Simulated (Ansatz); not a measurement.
Mulliken charges of C$_{2}$H$_{6}$OSi (`O/C=C/[SiH3]`) from PBE/def2-TZVPP in Ansatz (PBE0-D4/def2-TZVP geometry).

```csv
atom,x (Å),y (Å),z (Å),charge (e)
O1,-0.952,2.158,-0.787,-0.234
C2,-0.352,1.180,-0.085,0.065
C3,-0.185,-0.092,-0.451,-0.191
Si4,0.667,-1.309,0.640,0.215
H5,-1.260,1.802,-1.628,0.201
H6,0.002,1.564,0.868,0.092
H7,-0.568,-0.405,-1.423,0.039
H8,-0.223,-2.450,0.993,-0.062
H9,1.080,-0.616,1.890,-0.063
H10,1.874,-1.884,-0.014,-0.062
```

Q: By hand: the dipole of these point charges (1 e Å = 4.8032 D).

A: Σ q r = (-0.067, 0.106, -0.080) e Å, of length 0.149 e Å = 0.72 D.

Q: How does the dipole of the full density compare? (Estimate.)

A: The calculation gave: (-0.145, 0.065, -0.265) e Å, 1.48 D; the point charges give 0.49 times that, at 35° from its direction.

Point charges leave out the atoms' own dipoles, such as those of lone pairs, and Mulliken's split depends on the basis, so the two needn't agree.
